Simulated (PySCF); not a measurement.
A structure optimised at PBE0-D3(BJ)/def2-SVP, used in a PySCF frequency run:

```
C
H 1 1.1013
H 1 1.1013 2 107.35
C 1 1.5229 2 112.29 3 123.88
H 4 1.1003 1 111.42 2 179.48
H 4 1.1003 5 107.49 1 122.34
H 4 1.1015 5 107.77 6 115.91
Sn 1 2.1369 2 107.07 3 -114.69
F 8 1.9389 1 106.24 2 -176.83
F 8 1.9389 9 102.40 5 -89.70
H 8 1.7068 9 106.20 10 -111.18
```

Task: Write its SMILES, formula and point group.

Result: C[CH2][SnH]([F])[F], C2H6F2Sn, Cs

Task: What are its rotational constants (standard atomic weights)?

Result: 3.4119, 2.1168, 1.8684 GHz
